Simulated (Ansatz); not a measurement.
Cd4H14S4. Charge 0, multiplicity 1. Geometry PBE-D4/def2-SVP; atoms count from 1.

```xyz
22

Cd   -2.8691    0.1292   -1.0064
S    -0.8079   -1.3093    2.1275
Cd    0.1203    0.7269   -1.8246
S    -0.8001    1.7363    0.6002
S     1.7236   -1.2324   -1.1973
Cd    1.7708   -1.7195    1.2958
Cd    1.2357    3.2403   -0.4768
S     2.3522    1.1804    1.6012
H    -2.1770   -1.3270   -0.3160
H    -4.0011    1.3039   -1.4514
H    -1.5216   -1.3001    0.8639
H    -1.0238   -2.6404    2.3370
H    -1.3726   -3.0929   -1.8745
H    -1.3372    0.3500   -2.7082
H    -1.6852    2.6959    0.2094
H    -1.0595   -3.6224   -2.3397
H     0.8315   -2.2101   -1.5246
H     2.6701   -2.5800    2.4547
H     1.6716    4.7362    0.1756
H     1.4136    2.1205   -1.9444
H     1.4456    1.5408    2.5520
H     3.4200    1.2736    2.4465
```

In the def2 sets Cd takes a core potential; there is no spin–orbit coupling. In the singlet geometry the species has come apart into loosely held pieces. In the singlet, H13 and H16 lie 0.77 Å apart (atoms count from 1), so H2 has formed as a molecule.

Question: Estimate the Mulliken populations from the PBE0/def2-TZVP orbitals of Ansatz.

Answer: 
```csv
atom,charge (e),d electrons
Cd1,0.33,9.96
S2,-0.33,–
Cd3,0.45,9.99
S4,-0.65,–
S5,-0.53,–
Cd6,0.47,9.99
Cd7,0.38,9.97
S8,-0.33,–
H9,-0.22,–
H10,-0.15,–
H11,0.17,–
H12,0.19,–
H13,-0.01,–
H14,-0.15,–
H15,0.20,–
H16,0.01,–
H17,0.17,–
H18,-0.13,–
H19,-0.13,–
H20,-0.17,–
H21,0.23,–
H22,0.20,–
```
Mulliken values depend strongly on the basis.

Question: And the Mayer bond orders between heavy atoms (over 0.3)?

Answer: S2–Cd6 0.38 (2.74 Å); Cd3–S4 0.31 (2.78 Å); Cd3–S5 0.49 (2.61 Å); S4–Cd7 0.38 (2.75 Å); S5–Cd6 0.58 (2.54 Å).
